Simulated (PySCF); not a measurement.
## Zn⁺ (zinc, charge +1): UHF calculation

Configuration: [Ar] 3d9 4s1 4p1, one real determinant (an excited configuration). Calculation: PySCF 2.14, in aug-cc-pwCVTZ-PP with ECP10MDF (8s8p7d4f3g, 122 functions); a scalar-relativistic core potential.

```json
{"Total energy": "-225.287973 hartree", "One-electron energy": "-395.1993 hartree", "Hartree (Coulomb) energy": "189.3646 hartree", "Exchange energy": "-19.4533 hartree", "⟨S²⟩": "3.7512", "⟨L²⟩": "8.045", "Sum of ⟨r⟩": "18.16 bohr", "Sum of ⟨r²⟩": "27.39 bohr²", "Traceless quadrupole moment −½Σ⟨3z² − r²⟩ along its main axis": "-3.80 e·bohr²"}
```

```tsv
shell	electrons	mean orbital energy (eV)	spread (eV)	rms radius, mean of both spins (bohr)
3s α	1	-180.61	0	0.728
3s β	1	-176.64	0	0.728
3p α	3	-127.89	2.800	0.767
3p β	3	-123.52	2.713	0.767
3d α	5	-40.763	2.900	0.927
3d β	4	-38.834	1.487	0.927
4s α	1	-21.748	0	2.48
4p α	1	-14.474	0	2.99
```

⟨L²⟩ = 8.05 against 12 for a pure F term, so this real determinant mixes terms. Energies and moments cover only the electrons outside the core potential.
